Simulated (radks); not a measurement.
The numbers below are computed, except where a source is named.
Task: Sb6+, 45 electrons, occupied as [Kr] 4d9. Level of theory: scalar-relativistic Kohn-Sham, PBE, spin-unpolarised, spherical densities, point nucleus (a radial shooting solver on a logarithmic mesh with Libxc functionals). Some entries of the table are withheld. Estimate them.

orbital,occ.,eigenvalue (eV),<r^2> (bohr^2)
1s,2,-30388.19,0.001094
2s,2,-4693.553,0.01773
2p,6,-4221.962,(1)
3s,2,(2),0.1248
3p,6,-831.5333,0.1253
3d,10,-597.0836,0.1104
4s,2,-227.6525,0.6950
4p,6,-180.0989,0.8037
4d,9,-110.1491,1.104
5s,0,-75.6215,3.592
5p,0,-62.7563,(3)

Result: 
(1) 2p <r^2> (bohr^2): 0.01401
(2) 3s eigenvalue (eV): -985.2601
(3) 5p <r^2> (bohr^2): 4.441
